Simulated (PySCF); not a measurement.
Vertical excitations of a molecule C2H7BFN from PySCF with TDA-PBE/def2-SVPD, as energy in eV (oscillator strength): 6.03 (0.010), 6.77 (0.007), 6.94 (0.293), 7.09 (0.018), 7.64 (0.000), 7.93 (0.002), 8.00 (0.011), 8.05 (0.004), 8.24 (0.005), 8.40 (0.013). Lowest triplet (TDA): 5.29 eV. Geometry optimised at B3LYP-D3(BJ)/def2-SVP. The values are those of a single conformer.

**Question.** Pick the molecule that these values belong to.
A. CN(C)BF
B. CCB(N)F
C. CNB(C)F
D. CB(N)CF

**Answer.** A, CN(C)BF
